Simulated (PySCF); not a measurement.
A structure optimised at B3LYP-D3(BJ)/def2-TZVP, used in a PySCF frequency run:

```
C
H 1 1.0919
H 1 1.0919 2 109.79
H 1 1.0919 2 109.79 3 -120.79
Al 1 1.9109 2 109.15 4 -119.61
Cl 5 2.0175 3 155.55 1 -180.00
```
Charge +1, spin multiplicity 1.

Problem. Write its SMILES, formula and point group.

Solution. [CH3][Al+][Cl], CH₃AlCl, C3v

Problem. What are its rotational constants (standard atomic weights)?

Solution. 157.07, 2.7636, 2.7636 GHz
